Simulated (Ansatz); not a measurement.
Input file for Ansatz (a quantum-chemistry and plane-wave program): U-PBE0/def2-TZVPP on CoGe, 2S+1 = 2, a spin state set in the input, which need not be the lowest.

Ansatz 0.2 input:
```yaml
crystal:
  periodic: [false, false, false]
  atoms:
    - {symbol: Co, position_ang: [0.00000000, 0.00000000, 0.00000000]}
    - {symbol: Ge, position_ang: [0.00000000, 0.00000000, 2.33700000]}
basis:
  gaussian:
    orbitals: def2-TZVPP
hamiltonian:
  xc: {name: PBE0}
magnetization: {spin_polarized: true, initial_magnetization: 1}
relax: {f_tol: 0.002, max_steps: 120}
```

It printed:

```
WARN ansatz: RAYON_NUM_THREADS=1 ignored (pool sized by the plan → 1); use --threads N
Functional definition: PBE0
integrals: 0.06 GiB planned
845 factors; integrals over basis functions are off by at most 2.2e-4 eV
mean field: 0.73 GiB planned
mean field evaluation 1: about -94072.7211 eV, gradient 1.5e2 eV
mean field evaluation 2: about -93286.0940 eV, gradient 3.7e2 eV
mean field evaluation 4: about -93465.9461 eV, gradient 2.9e2 eV
mean field evaluation 8: about -94088.9905 eV, gradient 9.3e1 eV
mean field evaluation 16: about -94129.9823 eV, gradient 9.3e0 eV
mean field evaluation 32: about -94130.3475 eV, gradient 5.3e-6 eV
mean field evaluation 64: about -94129.7446 eV, gradient 3.4e0 eV
mean field evaluation 96: about -94129.1685 eV, gradient 3.9e-1 eV
mean field evaluation 128: about -94130.1089 eV, gradient 3.7e-3 eV
mean field evaluation 160: about -94129.5181 eV, gradient 4.3e-2 eV
mean field evaluation 192: about -94124.4400 eV, gradient 2.8e1 eV
mean field evaluation 224: about -94128.9648 eV, gradient 4.4e0 eV
mean field evaluation 256: about -94130.0742 eV, gradient 4.1e0 eV
mean field evaluation 288: about -94129.1942 eV, gradient 2.5e-1 eV
mean field -94130.34752090 eV, -3459.2264675520 hartree, gradient 1.3e-6 eV, S^2 1.939229; 17 other end points of the search recorded, 0 dependent functions left out
the calculation of the forces begins
reference -94130.34754320 eV, -3459.2264683714 hartree; 30, 29 occupied and 82, 83 virtual orbitals, 845 factors
relax step   1: F+E_penalty+E_count = -94130.34752090 eV  Δ(F+E_penalty+E_count) = +0.000e0 eV  max|allowed force component| = 6.627e-1 eV/Å  Δτ_max = 0.0000 Å  (1657 SCF iters, accepted)
these checks for a lower state are left out or cut short: starts, cluster_reference, orbital_swaps, neighbouring_geometries, increment
integrals: 0.06 GiB planned
845 factors; integrals over basis functions are off by at most 2.4e-4 eV
mean field: 0.73 GiB planned
mean field evaluation 320: about -94130.3749 eV, gradient 6.8e-3 eV
mean field -94130.37496665 eV, -3459.2274761646 hartree, gradient 1.3e-5 eV, S^2 1.922583; 1 other end points of the search recorded, 0 dependent functions left out
the calculation of the forces begins
reference -94130.37498878 eV, -3459.2274769779 hartree; 30, 29 occupied and 82, 83 virtual orbitals, 845 factors
relax step   2: F+E_penalty+E_count = -94130.37496665 eV  Δ(F+E_penalty+E_count) = -2.745e-2 eV  max|allowed force component| = 2.880e-1 eV/Å  Δτ_max = 0.0284 Å  (180 SCF iters, accepted)
these checks for a lower state are left out or cut short: starts, cluster_reference, orbital_swaps, neighbouring_geometries, increment
integrals: 0.06 GiB planned
845 factors; integrals over basis functions are off by at most 2.6e-4 eV
mean field: 0.73 GiB planned
mean field evaluation 352: about -94129.6569 eV, gradient 1.2e-3 eV
mean field -94130.38020960 eV, -3459.2276688394 hartree, gradient 3.0e-6 eV, S^2 1.907459; 1 other end points of the search recorded, 0 dependent functions left out
the calculation of the forces begins
reference -94130.38023160 eV, -3459.2276696481 hartree; 30, 29 occupied and 82, 83 virtual orbitals, 845 factors
relax step   3: F+E_penalty+E_count = -94130.38020960 eV  Δ(F+E_penalty+E_count) = -5.243e-3 eV  max|allowed force component| = 3.237e-2 eV/Å  Δτ_max = 0.0198 Å  (176 SCF iters, accepted)
these checks for a lower state are left out or cut short: starts, cluster_reference, orbital_swaps, neighbouring_geometries, increment
integrals: 0.06 GiB planned
845 factors; integrals over basis functions are off by at most 2.6e-4 eV
mean field: 0.73 GiB planned
mean field -94130.38026966 eV, -3459.2276710466 hartree, gradient 3.6e-6 eV, S^2 1.909044; 1 other end points of the search recorded, 0 dependent functions left out
the calculation of the forces begins
reference -94130.38029168 eV, -3459.2276718557 hartree; 30, 29 occupied and 82, 83 virtual orbitals, 845 factors
relax step   4: F+E_penalty+E_count = -94130.38026966 eV  Δ(F+E_penalty+E_count) = -6.006e-5 eV  max|allowed force component| = 5.455e-4 eV/Å  Δτ_max = 0.0019 Å  (146 SCF iters, accepted)
integrals: 0.06 GiB planned
845 factors; integrals over basis functions are off by at most 2.6e-4 eV
mean field: 0.73 GiB planned
mean field evaluation 384: about -94089.8299 eV, gradient 9.5e1 eV
mean field evaluation 416: about -94128.8558 eV, gradient 1.1e1 eV
mean field evaluation 448: about -94128.4456 eV, gradient 3.5e-1 eV
mean field evaluation 480: about -94130.0632 eV, gradient 8.2e-3 eV
mean field evaluation 512: about -94130.3684 eV, gradient 4.4e-4 eV
mean field evaluation 544: about -94124.4913 eV, gradient 2.7e1 eV
mean field evaluation 576: about -94129.2441 eV, gradient 2.0e0 eV
mean field evaluation 608: about -94129.1248 eV, gradient 1.1e0 eV
mean field evaluation 640: about -94127.5920 eV, gradient 3.9e-1 eV
mean field -94130.38026966 eV, -3459.2276710466 hartree, gradient 3.6e-6 eV, S^2 1.909044; 20 other end points of the search recorded, 0 dependent functions left out
the calculation of the forces begins
reference -94130.38029168 eV, -3459.2276718557 hartree; 30, 29 occupied and 82, 83 virtual orbitals, 845 factors
Total energy: -94130.38029168 eV, -3459.2276718557 hartree
Atom 0 at    -0.000000     0.000000     0.046345 Å, force    -0.000000    -0.000000     0.000546 eV/Å
Atom 1 at     0.000000    -0.000000     2.290655 Å, force    -0.000000     0.000000    -0.000546 eV/Å
Dipole moment:     0.000000    -0.000000    -0.344978 e Å
```

The calculation finished and met its thresholds. Its determinant has ⟨S²⟩ = 1.91, a mixture of spin states.

Cost: around 3 core-minutes (rough).
